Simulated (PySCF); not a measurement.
## Sr (strontium, neutral): UHF calculation

Configuration: [Kr] 5s2, closed-shell 1S. Computed with PySCF 2.14 in aug-cc-pwCVTZ-X2C (10s9p7d3f, 93 functions), with scalar relativity by spin-free X2C-1e.

| Item | Value |
| --- | --- |
| Total energy | -3177.353593 hartree |
| One-electron energy | -4396.6720 hartree |
| Hartree (Coulomb) energy | 1323.3119 hartree |
| Exchange energy | -103.9934 hartree |
| ⟨S²⟩ | 0.0000 |
| ⟨L²⟩ | 0.000 |
| Sum of ⟨r⟩ | 31.52 bohr |
| Sum of ⟨r²⟩ | 74.34 bohr² |
| Langevin diamagnetic susceptibility | -58.9 ×10⁻⁶ cm³/mol |

```json
{"shell": "1s", "electrons": "2", "mean orbital energy (hartree)": "-595.24605", "rms radius, mean of both spins (bohr)": "0.0450"}
{"shell": "2s", "electrons": "2", "mean orbital energy (hartree)": "-83.10832", "rms radius, mean of both spins (bohr)": "0.187"}
{"shell": "2p", "electrons": "6", "mean orbital energy (hartree)": "-73.64961", "rms radius, mean of both spins (bohr)": "0.166"}
{"shell": "3s", "electrons": "2", "mean orbital energy (hartree)": "-13.95450", "rms radius, mean of both spins (bohr)": "0.523"}
{"shell": "3p", "electrons": "6", "mean orbital energy (hartree)": "-10.80333", "rms radius, mean of both spins (bohr)": "0.535"}
{"shell": "3d", "electrons": "10", "mean orbital energy (hartree)": "-5.58697", "rms radius, mean of both spins (bohr)": "0.547"}
{"shell": "4s", "electrons": "2", "mean orbital energy (hartree)": "-1.94843", "rms radius, mean of both spins (bohr)": "1.45"}
{"shell": "4p", "electrons": "6", "mean orbital energy (hartree)": "-1.09510", "rms radius, mean of both spins (bohr)": "1.68"}
{"shell": "5s", "electrons": "2", "mean orbital energy (hartree)": "-0.18122", "rms radius, mean of both spins (bohr)": "4.88"}
```

Densities and radii are taken from the X2C orbitals without a picture-change correction, which distorts them close to the nucleus.

Spin-orbit constants ζ (cm⁻¹) from the X2C one-electron operator on these orbitals: bare nucleus, nucleus screened by l(l+1)(2l+1)/3 electrons, and screened by the Breit-Pauli mean field of the electrons.

```csv
shell,bare,screened nucleus,mean field
2p,375800,356000,n/a
3p,58040,54980,n/a
3d,7695,5670,n/a
4p,5879,5569,n/a
```
